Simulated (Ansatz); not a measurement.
Reaction (cleavage of the Si–Si bond): `F[SiH2][Si](Cl)(Cl)Cl` + `BN` → `BN[SiH2]F` + `Cl[SiH](Cl)Cl`

Isolated molecules relaxed with PBE0-D4/def2-TZVP in Ansatz; ΔE leaves out vibrations. CBS: MP2 limit from def2 TZ/QZ plus the TZ coupled-cluster correction, frozen cores. This one scheme is used for every species. Functionals use def2-TZVPP. B3LYP here is the variant with VWN-RPA as its local correlation; programs differ in this. HSE06 is defined as in plane-wave codes. One conformer a species, not always the lowest.

`F[SiH2][Si](Cl)(Cl)Cl`:

Cartesian coordinates in Å:
```
F 1.781 -1.256 0.811
Si 0.406 -0.483 1.073
Si -0.365 0.429 -0.939
Cl 0.967 1.762 -1.716
Cl -2.116 1.405 -0.538
Cl -0.724 -1.019 -2.329
H -0.596 -1.446 1.591
H 0.647 0.609 2.047
```

`BN`:

```xyz
6

B     0.399    0.132   -0.538
N    -0.410   -0.136    0.553
H     0.894   -0.781   -1.133
H     0.582    1.271   -0.858
H    -0.857    0.581    1.098
H    -0.607   -1.068    0.878
```

`BN[SiH2]F`:

```xyz
9

B     0.875   -1.222   -0.394
N     0.478    0.124   -0.439
Si   -0.790    0.828    0.498
F    -2.118    0.982   -0.377
H     0.312   -1.961    0.361
H     1.763   -1.604   -1.099
H     0.968    0.726   -1.087
H    -0.403    2.197    0.906
H    -1.086   -0.069    1.631
```

`Cl[SiH](Cl)Cl`:

Z-matrix (Å, degrees):
```
Si
Cl 1 2.030
Cl 1 2.030 2 109.5
Cl 1 2.030 2 109.5 3 -120.1
H 1 1.469 2 109.4 3 120.0
```

```json
{"level": "PBE0-D4", "ΔE (kcal/mol)": "-12.5", "difference from CCSD(T)/CBS": "4.3"}
{"level": "r2SCANh-D4", "ΔE (kcal/mol)": "-15.0", "difference from CCSD(T)/CBS": "1.8"}
{"level": "HSE06-D4", "ΔE (kcal/mol)": "-12.5", "difference from CCSD(T)/CBS": "4.3"}
{"level": "ωB97M-V", "ΔE (kcal/mol)": "-16.9", "difference from CCSD(T)/CBS": "-0.1"}
{"level": "BLYP", "ΔE (kcal/mol)": "-14.1", "difference from CCSD(T)/CBS": "2.7"}
{"level": "B3LYP", "ΔE (kcal/mol)": "-15.7", "difference from CCSD(T)/CBS": "1.1"}
{"level": "MP2/def2-SVP", "ΔE (kcal/mol)": "-18.1", "difference from CCSD(T)/CBS": "-1.3"}
{"level": "SCS-MP2/def2-TZVPP", "ΔE (kcal/mol)": "-18.9", "difference from CCSD(T)/CBS": "-2.1"}
{"level": "SCS-MP2/def2-QZVPP", "ΔE (kcal/mol)": "-18.8", "difference from CCSD(T)/CBS": "-2.0"}
{"level": "MP2/CBS(def2)", "ΔE (kcal/mol)": "-18.0", "difference from CCSD(T)/CBS": "-1.2"}
{"level": "CCSD(T)/CBS", "ΔE (kcal/mol)": "-16.8", "difference from CCSD(T)/CBS": "0"}
```

Question: What do rigid-rotor, harmonic-oscillator terms from PBE0-D4/def2-TZVP frequencies (298.15 K, 1 bar) make of the CCSD(T)/CBS value? (Estimate.)

Answer: Ansatz gave: ΔZPE = -0.7 kcal/mol, ΔH = -18.3 kcal/mol, ΔS = -12 J/(mol·K), ΔG = -17.4 kcal/mol. Modes under 50 cm⁻¹ make the entropy rough.

Largest T1 diagnostic among the species: 0.012.

The D4 term adds +1.5 kcal/mol with B3LYP and +0.9 kcal/mol with PBE0; it sums over pairs of atoms, weighted by their polarisabilities, and B3LYP, whose exchange is more repulsive, gets the larger term. From BLYP to BHLYP (50 % exact exchange), in def2-TZVPP and without D4, ΔE moves by −4.2 kcal/mol.

CCSD(T)/CBS has its own doubt, a few kJ/mol and more with outer-core shells, so smaller differences from it don't rank the levels.
